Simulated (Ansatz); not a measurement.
Wavefunction ladder for `[SiH3][CH2][GeH2][PH2]`

```
atom    x (Å)    y (Å)    z (Å)
 Si1  -1.0529   1.9108   0.2256
  C2  -0.0374   0.3940   0.6316
 Ge3   0.2038  -0.8219  -0.8876
  P4   1.4763  -2.7003  -0.3848
  H5  -2.4089   1.5097  -0.2366
  H6  -1.2039   2.7966   1.4124
  H7  -0.3984   2.6883  -0.8607
  H8   0.9535   0.6944   0.9836
  H9  -0.5147  -0.1669   1.4400
 H10   0.9065  -0.0792  -2.0405
 H11  -1.1703  -1.3105  -1.3851
 H12   0.7665  -2.9664   0.8176
 H13   2.4798  -1.9484   0.2845
```

The species carries charge 0 and has multiplicity 1. Correlated methods include outer-core shells of Ge, which these sets cover unevenly. Scalar relativity is left out up to krypton. The geometry is a stationary point of PBE0-D4/def2-TZVP. It is one conformer, not always the lowest. Frozen core, restricted reference, Ansatz.

```json
{"basis": "def2-SVP", "HF (Eh)": "-2747.65761", "MP2 corr.": "-0.60702"}
{"basis": "def2-TZVPP", "HF (Eh)": "-2748.18880", "MP2 corr.": "-0.73027"}
{"basis": "def2-QZVPP", "HF (Eh)": "-2748.25147", "MP2 corr.": "-1.02632"}
```

(1) Estimate the CCSD correlation energy and the (T) correction in each basis where they were run (hartree).

Answers

(1) 
```
     basis  CCSD corr.       (T)
  def2-SVP    -0.66967  -0.01978
def2-TZVPP    -0.79263  -0.03062
```
